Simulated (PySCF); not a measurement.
# Telling isomers of C9H16 apart by NMR

One averaged value for each set of equivalent atoms, non-relativistic, a single conformation, isolated molecule. Shieldings: GIAO PBE0/pcSseg-1; GFN2-xTB geometry; PySCF 2.14.0 with density-fitted response routines.

References, each an isolated molecule treated in the same way: ¹H (σ = 31.72 ppm) and ¹³C (σ = 186.93 ppm) vs TMS. Where no couplings were computed, multiplicities follow the n + 1 count of equivalent neighbours, and m marks all less simple cases (inequivalent or close neighbours, rings, F or P nearby). Shifts are as computed. Against solution values, carbons near 30 ppm lie about +3 ppm off and those near 130 ppm about +5 ppm. Of 1211 compounds with measured shifts, 218 miss one by over three times the rms of a fit or turn the order of signals round; such compounds aren't used in these exercises.

(1) Tabulate the signals of `C[C@@H]1C[C@H]2CC[C@@H](C1)C2`, `CC#CCCC(C)(C)C` and their relative energies.

(2) What is the quickest way to tell C[C@@H]1C[C@H]2CC[C@@H](C1)C2 from CC#CCCC(C)(C)C?

## Answers

(1) 
```json
{"SMILES": "C[C@@H]1C[C@H]2CC[C@@H](C1)C2", "carbon types": "3×CH 5×CH2 1×CH3", "δC": "45.4, 41.7, 38.7, 31.8, 28.7, 25.2", "δH": "2.10 (m, 2H), 1.78 (m, 2H), 1.53 (m, 2H), 1.52 (m, 1H), 1.47 (m, 1H), 1.46 (m, 2H), 1.14 (m, 1H), 0.97 (m, 2H), 0.89 (d, 3H)", "E rel. (kcal/mol)": "0.0"}
{"SMILES": "CC#CCCC(C)(C)C", "carbon types": "3×C 2×CH2 4×CH3", "δC": "86.6, 81.5, 48.5, 32.1, 30.8, 16.7, 4.9", "δH": "2.22 (t, 2H), 1.95 (s, 3H), 1.45 (t, 2H), 0.91 (s, 9H)", "E rel. (kcal/mol)": "46.7"}
```

Energies are electronic energies at PBE0/pcSseg-1 on these geometries, without zero-point or thermal terms, each for the one conformer computed, which needn't be the lowest.

(2) Count the carbon signals: 6 against 7. The first has an sp3 CH in a ring at 38.7 ppm, the second an alkyne carbon (C) at 86.6 ppm. Their most deshielded carbons lie at 45.4 and 86.6 ppm.
